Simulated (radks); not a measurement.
Q: The mean radii <r> (bohr) of the occupied orbitals of an atom or ion are listed with their occupations. All-electron calculation, scalar-relativistic Kohn-Sham, exchange-only PBE, spin-unpolarised, spherical densities, finite nucleus; Fermi nuclear charge, rms radius of each element as measured or else 0.836 A^(1/3) + 0.57 fm. Program: a radial shooting solver on a logarithmic mesh with Libxc functionals.

orbital  occ.      <r>
1s          2  0.06357
2s          2   0.2931
2p          6   0.2599
3s          2   0.8516
3p          6   0.8812
4p          2    2.280

Name the element and its charge.

A: Z = 24, chromium, charge +4: Cr4+ in [Ar] 4p2. The 1s radius gives Z: for a bare nucleus <r> = (2 gamma + 1)/(2Z) with gamma = sqrt(1 - (Z/c)^2), 0.06186 bohr for Z = 24, and screening makes it slightly larger (0.06357 here). The occupations add up to 20, and the charge is Z minus that.
